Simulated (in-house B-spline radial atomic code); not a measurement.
Values are calculated unless marked as measured or tabulated.
# Weak and strong correlation along the adiabatic connection

Two-electron singlets in several external potentials (atomic units), by full CI in B-splines with partial waves to l = 8 (correlation energies up to 0.6 % small). The repulsion is scaled by λ at fixed density; W(λ) is the mean repulsion less the Hartree energy, W(0) = E_x, and the area under W from 0 to 1 is E_xc.

Relative drop (W(λ) − E_x)/E_x:

```csv
system,λ = 0.12,λ = 0.25,λ = 0.4,λ = 0.6,λ = 0.8,λ = 1
"ω²r²/2 − Z/r, ω = 0.0692, Z = 1",0.0263,0.0513,0.0765,0.1050,0.1290,0.1494
"ω²r²/2 − Z/r, ω = 0.0868, Z = 0.7",0.0318,0.0610,0.0895,0.1207,0.1461,0.1672
"−V exp(−r²/w²), V = 26.4, w = 1.21",0.0066,0.0135,0.0212,0.0310,0.0403,0.0491
"−V exp(−r²/w²), V = 6.38, w = 3.99",0.0171,0.0341,0.0520,0.0732,0.0919,0.1084
"−Z/r, Z = 7.25",0.0026,0.0053,0.0085,0.0126,0.0166,0.0206
"−Z/r, Z = 0.557, wall at 3.26 bohr",0.0200,0.0396,0.0597,0.0831,0.1033,0.1208
"empty sphere, radius 1.81 bohr",0.0137,0.0276,0.0425,0.0606,0.0769,0.0918
```

Question: Order the systems by how far second-order (GL2) theory, half the initial slope (estimated from the first points of each curve), overshoots the correlation energy, least first.
A. −Z/r, Z = 7.25
B. −V exp(−r²/w²), V = 6.38, w = 3.99
C. ω²r²/2 − Z/r, ω = 0.0868, Z = 0.7
D. empty sphere, radius 1.81 bohr
E. ω²r²/2 − Z/r, ω = 0.0692, Z = 1
F. −V exp(−r²/w²), V = 26.4, w = 1.21
G. −Z/r, Z = 0.557, wall at 3.26 bohr

Answer: A (GL2/E_c = 1.04), F (GL2/E_c = 1.09), D (GL2/E_c = 1.18), B (GL2/E_c = 1.24), G (GL2/E_c = 1.29), E (GL2/E_c = 1.36), C (GL2/E_c = 1.45).

Question: What else changes along this order?

Answer: The ratio follows the bend of the curve. With it the leading natural occupation goes from 1.999 to 1.912 and −T_c/E_c from 0.97 to 0.69 between the first and the last.
